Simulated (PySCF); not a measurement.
methyl chloride (CH3Cl), singlet, geometry from GFN2-xTB. Base run: B3LYP/pcseg-1 (PySCF).

The PySCF input:
```python
from pyscf import gto, scf, dft

mol = gto.Mole()
mol.atom = '''
    C    -0.00149191    0.04693566   -1.12182869
    Cl    0.00086957   -0.02735682    0.65386656
    H    -0.03217621    1.09066645   -1.41847283
    H     0.90554001   -0.42739850   -1.48323349
    H    -0.87919504   -0.47981606   -1.48305307
'''
mol.basis = 'pcseg-1'
mol.verbose = 5
mol.build()

mf = dft.RKS(mol)
mf.xc = 'b3lyp'
mf.kernel()
mf.analyze()
```

The base run was repeated with changes; each row names its change, and settings that it needs were set with it.

```
change                                     ΔE vs base (µEh)  grid points  electrons on the grid
-----------------------------------------  ----------------  -----------  ---------------------
base                                                    0.0        62424               26.00000
grids.level = 2                                        -0.1        39072               26.00000
grids.prune = dft.gen_grid.treutler_prune              -0.6        55528               26.00000
grids.prune = off                                       0.0       102672               26.00000
grids.level = 5                                         0.5       156648               26.00000
grids.radi_method = gauss_chebyshev                     0.1        61168               26.00000
grids.level = 7                                         0.5       322360               26.00000
grids.atom_grid = (50, 194)                             4.2        32856               26.00001
grids.prune = dft.gen_grid.sg1_prune                    5.7        25760               25.99990
grids.atom_grid = (30, 110)                            -252        12288               25.99985
small_rho_cutoff = 0                                    0.0        62424               26.00000
```
